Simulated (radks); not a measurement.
Results of a calculation; reference values are marked as such.
V I, configuration [Ar] 3d3 4s2 (the NIST ground configuration).

Level of theory: non-relativistic Kohn-Sham, r2SCAN, spin-polarised, spherical densities, point nucleus; open shells are filled with parallel spins first; meta-GGA in the generalised Kohn-Sham scheme (a radial shooting solver on a logarithmic mesh with Libxc functionals).

Energy parts (eV):
part                      energy
total                 -25682.752
kinetic                25660.456
electron-nucleus      -60879.541
Hartree                10763.457
exchange-correlation   -1227.123

Orbitals (lengths in bohr, moments of r in powers of bohr):
orbital  occ.  eigenvalue (eV)       <r^4>
1s up       1        -5346.165  0.00009338
1s down     1        -5346.190  0.00009337
2s up       1        -603.1210     0.02279
2s down     1        -601.8231     0.02261
2p up       3        -507.2974     0.01784
2p down     3        -506.3134     0.01765
3s up       1         -73.0254       1.797
3s down     1         -69.3754       1.812
3p up       3         -46.6483       2.627
3p down     3         -42.9871       2.688
3d up       3          -6.4441       19.04
3d down     0          -3.1153       49.47
4s up       1          -5.1204       248.4
4s down     1          -4.3253       379.6

The highest occupied level is 4s down at -4.325 eV. The density falls to 0.001 e/bohr^3 at r = 4.78 bohr. Spin moment in Bohr magnetons: 3. Summed over all electrons, <r^2> = 45.46 bohr^2, which gives a Langevin (diamagnetic) susceptibility term of -36 x 10^-6 cm^3/mol. The electron density at the nucleus is 8181 e/bohr^3.
